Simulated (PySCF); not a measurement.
H₅GeNO (SMILES [NH2][GeH2][OH]), singlet, geometry from GFN2-xTB. Base run: PySCF with PBE0/6-31G, polarisability.

PySCF was given this input:
```python
from pyscf import gto, scf, dft
from pyscf.prop import polarizability

mol = gto.Mole()
mol.atom = '''
    Ge   -0.22886294   -0.24881406    0.06256490
    N     1.53218929   -0.51172173   -0.18667527
    O    -0.55030496    1.47563485   -0.07070189
    H    -0.59523862   -0.71190260    1.44232860
    H    -0.98202039   -0.97384552   -1.01424207
    H     1.88681255   -0.26139739   -1.09995179
    H     2.13928287   -0.09041515    0.50356533
    H    -1.44810770    1.77658370    0.03856520
'''
mol.basis = '6-31g'
mol.verbose = 4
mol.build()

mf = dft.RKS(mol)
mf.xc = 'pbe0'
mf.kernel()
alpha = mf.Polarizability().polarizability()[2, 2]
print('alpha_zz =', alpha)
```

The base was run again with changes. Order these runs by alpha_zz (bohr³), lowest first: basis = STO-3G | functional = lda,vwn | basis = def2-TZVP | basis = aug-cc-pVDZ | functional = hf | basis = def2-SVP.

basis = STO-3G (alpha_zz (bohr³) 15.24), functional = hf (alpha_zz (bohr³) 28.11), functional = lda,vwn (alpha_zz (bohr³) 30.96), basis = def2-SVP (alpha_zz (bohr³) 33.06), basis = def2-TZVP (alpha_zz (bohr³) 37.72), basis = aug-cc-pVDZ (alpha_zz (bohr³) 41.12)

Finite-field rows take the second difference of the energy in a field along z; a small field with loose convergence shows SCF noise divided by the square of the field, and a large one adds hyperpolarisability.
